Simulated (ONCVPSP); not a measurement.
Zr: excitation energies, all-electron against ONCV

```json
{
  "Element": "Zr",
  "Generator": "ONCVPSP 4.0.1",
  "Type": "optimised norm-conserving Vanderbilt (ONCV)",
  "Functional": "PBEsol",
  "Relativity": "scalar-relativistic",
  "Frozen core": "[Ar] 3d10",
  "Valence charge": "12",
  "Reference configuration": "4s2 4p6 4d3 5s1",
  "Partial waves": "4s+5s: rc 2.30 bohr, ncon 4, nbas 7, qcut 5.1 1/bohr, 2 projectors; 4p: rc 1.90 bohr, ncon 4, nbas 9, qcut 8.7 1/bohr, 2 projectors, debl 3.4 Ha; 4d: rc 2.70 bohr, ncon 4, nbas 8, qcut 5.8 1/bohr, 3 projectors, debl 2.2 Ha",
  "Local potential": "polynomial inside 1.85 bohr (lpopt 5, dvloc0 6 Ha)",
  "Core correction": "Teter function, fcfact 2, rcfact 1.55"
}
```

Energies are relative to the spin-unpolarised reference configuration 4s2 4p6 4d3 5s1; without spin polarisation the order of configurations can differ from experiment.

Task: Give the all-electron excitation energy and the error of the potential for: 4s2 4p6 4d2 5s2; 4s2 4p6 4d2 5s1; 4s2 4p6 4d2 5s0; 4s2 4p6 4d3 5s0.

Result:

```json
{"valence configuration": "4s2 4p6 4d2 5s2", "charge": "0", "ΔE all-electron (eV)": "-1.209", "error AE − PS (meV)": "+3.4"}
{"valence configuration": "4s2 4p6 4d2 5s1", "charge": "+1", "ΔE all-electron (eV)": "5.962", "error AE − PS (meV)": "+3.7"}
{"valence configuration": "4s2 4p6 4d2 5s0", "charge": "+2", "ΔE all-electron (eV)": "18.872", "error AE − PS (meV)": "+0.9"}
{"valence configuration": "4s2 4p6 4d3 5s0", "charge": "+1", "ΔE all-electron (eV)": "6.338", "error AE − PS (meV)": "-2.1"}
```

Levels in the configuration 4s2 4p6 4d2 5s0:

| level | all-electron (eV) | pseudo (eV) |
| --- | --- | --- |
| 4s | -68.928 | -68.939 |
| 4p | -46.878 | -46.872 |
| 4d | -17.266 | -17.254 |
